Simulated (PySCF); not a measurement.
## Fractional electron number in W⁻ (tungsten, charge -1)

The 5d alpha orbital of [Xe] 4f14 5d5 6s2 is emptied in steps (occupation f), with all orbitals relaxed, ending at [Xe] 4f14 5d4 6s2. Computed with PySCF 2.14 in aug-cc-pVTZ-PP with ECP60MDF (6s6p5d3f2g, 88 functions), with a scalar-relativistic core potential. The exact energy is a straight line in f; departures are measured from the line between the end points of the same method.

```tsv
f	r2SCAN (eV)
1	0.000
0.9	-0.241
0.7	-0.585
0.5	-0.718
0.3	-0.618
0.1	-0.270
0	0.000
```

```tsv
method	E(f=0) − E(f=1) (eV)	−ε at f=1 (eV)	−ε at f=0.5 (eV)
r2SCAN	1.753	-0.855	1.655
```

Orbital energy along the path (eV):

| f | r2SCAN |
| --- | --- |
| 1 | 0.855 |
| 0.9 | 0.441 |
| 0.7 | -0.536 |
| 0.5 | -1.655 |
| 0.3 | -2.864 |
| 0.1 | -4.131 |
| 0 | -4.783 |

At f = 1 the orbital energy is positive for r2SCAN: only the finite basis holds the electron.

Reference removal energy between the ground levels: 0.817 eV (measured; photodetachment measurements, as compiled on the Wikipedia data page of electron affinities). The calculation has no spin-orbit coupling. The determinant left behind need not be the lowest term of the ion.
